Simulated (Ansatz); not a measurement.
Stepwise reaction of `C[SiH](O)O` with hydrogen sulfide, as a gas-phase model of exchange steps in deposition or etching. ΔE in kJ/mol; ΔG adds harmonic PBE0-D4 terms to CCSD(T)/CBS, at 1 bar.

Computed with Ansatz on PBE0-D4/def2-TZVP structures; ΔE is electronic, products minus reactants. CCSD(T)/CBS is the MP2 limit (def2-TZVPP, def2-QZVPP) plus CCSD(T) − MP2 in def2-TZVPP, frozen cores. This one scheme is used for every species. DFT in def2-TZVPP. B3LYP here is the variant with VWN-RPA as its local correlation; programs differ in this. Each species was taken in one conformer, which may not be the lowest.

```json
{"step": "1", "reaction": "`C[SiH](O)O` + H₂S → `C[SiH](O)S` + H₂O", "PBE-D4": "30.4", "B3LYP-D4": "43.5", "ωB97M-V": "43.6", "CCSD(T)/CBS": "39.9", "ΔG(600 K)": "46.6"}
{"step": "2", "reaction": "`C[SiH](O)S` + H₂S → `C[SiH](S)S` + H₂O", "PBE-D4": "28.6", "B3LYP-D4": "41.0", "ωB97M-V": "41.6", "CCSD(T)/CBS": "36.3", "ΔG(600 K)": "42.4"}
```

(1) By hand: ΔE of the 2 steps together at CCSD(T)/CBS.

## Answers

(1) (39.9) + (36.3) = 76.2 kJ/mol, or 38.1 kJ/mol a step.

In ΔE the steps differ by no more than 3.6 kJ/mol. All are uphill at CCSD(T)/CBS. ΔG lies between 42.4 and 46.6 kJ/mol a step. PBE-D4 differs from CCSD(T)/CBS by -9.5 to -7.7 kJ/mol a step. Isolated molecules leave out the surface, adducts and barriers. Largest T1 diagnostic: 0.011.
